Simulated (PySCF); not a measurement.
Species: methyl 3-chloropropanoate, C4H7ClO2.
Geometry (PBE0-D3(BJ)/def2-SVP, Å), atoms numbered from 1 in this order:
```xyz
14
C4H7ClO2 angstrom
C     -2.225   -0.282    0.819
O     -0.821   -0.470    0.885
C     -0.109    0.124   -0.075
O     -0.597    0.786   -0.953
C      1.364   -0.144    0.088
C      2.176    0.546   -0.984
Cl     3.917    0.214   -0.771
H     -2.650   -0.843    1.659
H     -2.626   -0.657   -0.133
H     -2.481    0.784    0.906
H      1.675    0.184    1.093
H      1.528   -1.234    0.068
H      2.037    1.634   -0.951
H      1.889    0.202   -1.986
```

Computed with PySCF at wB97X-D/def2-SVPD, non-relativistic, on one gas-phase PBE0-D3(BJ)/def2-SVP geometry that isn't relaxed in the solvent. The solvent is an IEF-PCM continuum (van der Waals radii × 1.2), and excitations are vertical TDDFT with non-equilibrium linear response and a frozen core. Only the electrostatic response of the medium enters.

```
run  E − E(gas) (kcal/mol)  HOMO (eV)  HOMO–LUMO gap (eV)  dipole (D)  lowest singlet (eV)  static polarisability (au)
gas                   0.00     -10.28               12.05        2.61                 6.04                        70.2
  P                  -4.69     -10.31               12.16        3.06                 6.13                        84.3
  Q                  -5.36     -10.32               12.18        3.12                 6.14                        86.8
```

Problem. The runs were made in chloroform and tetrahydrofuran. Which run belongs to which solvent?

Solution. P = chloroform, Q = tetrahydrofuran. The dielectric constants are 4.711 (chloroform), 7.426 (tetrahydrofuran), and the energy falls further as ε rises. The optical constants n² used for the excitations are 2.09, 1.97 in the same order. In this model the ground state sees the solvent through ε alone.

Problem. How constant is the ratio of the lowering to (ε − 1)/(2ε + 1)?

Solution. 
```csv
solvent,(ε − 1)/(2ε + 1),E − E(gas) (kcal/mol),ratio (kcal/mol),polarisation term (kcal/mol)
chloroform,0.356,-4.69,-13.2,-5.11
tetrahydrofuran,0.405,-5.36,-13.2,-5.91
```

The ratio changes by +0.4 % in size from chloroform to tetrahydrofuran. The polarisation term is half the interaction of the solute with the induced surface charges.

Note: wB97X-D ran without an empirical dispersion term, which enters the total energy and its gradient alone.
